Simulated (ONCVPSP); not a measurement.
## Transferability test, ONCV potential for silver (Ag)

| Quantity | Value |
| --- | --- |
| Element | silver (Ag) |
| Generator | ONCVPSP 4.0.1 |
| Type | optimised norm-conserving Vanderbilt (ONCV) |
| Functional | LDA (Perdew-Wang 92) |
| Relativity | fully relativistic |
| Frozen core | [Ar] 3d10 |
| Valence charge | 19 |
| Reference configuration | 4s2 4p6 4d10 (charge +1) |
| Partial waves | 4s: rc 1.00 bohr, ncon 5, nbas 8, qcut 7.5 1/bohr, 3 projectors, debl 2.5 Ha; 4p: rc 1.65 bohr, ncon 5, nbas 10, qcut 10 1/bohr, 2 projectors, debl 1.3 Ha; 4d: rc 1.50 bohr, ncon 4, nbas 9, qcut 11.8 1/bohr, 1 projector |
| Local potential | polynomial inside 0.80 bohr (lpopt 5, dvloc0 -1 Ha) |
| Core correction | Teter function, fcfact 3, rcfact 1.15 |

Open shells are filled in proportion to 2j + 1.

In the s channel the program set the typed energies aside and used -3.796, 0.250, 2.750 Ha. In the p channel the program set the typed energies aside and used -2.402, 0.250 Ha (j = l + 1/2; the other j can differ).

Energies are relative to the spin-unpolarised reference configuration 4s2 4p6 4d10; without spin polarisation the order of configurations can differ from experiment.

```
valence configuration  charge  ΔE all-electron (eV)  error AE − PS (meV)
          4s2 4p6 4d8      +3                58.823                  +15
      4s2 4p6 4d9 5s2       0                -4.127                 +1.5
```

**Question.** What are ΔE and the potential's error for 4s2 4p6 4d10 5s1?

**Answer.** ΔE = -8.097 eV all-electron; the error (AE − PS) is -0.2 meV.

**Question.** What are ΔE and the potential's error for 4s2 4p6 4d9?

**Answer.** ΔE = 22.386 eV all-electron; the error (AE − PS) is +2.3 meV.

Levels in the configuration 4s2 4p6 4d10 5s1:

```csv
level,all-electron (eV),pseudo (eV)
4s j=1/2,-95.021,-95.021
4p j=3/2,-57.038,-57.038
4p j=1/2,-62.197,-62.197
4d j=5/2,-7.442,-7.443
4d j=3/2,-8.004,-8.004
5s j=1/2,-4.714,-4.714
```

Note: ghosts flagged at negative energy: s at -600.9 eV; GHOST(+) flagged for s at 395.6 eV. A true bound ghost makes a file unfit for plane-wave use.
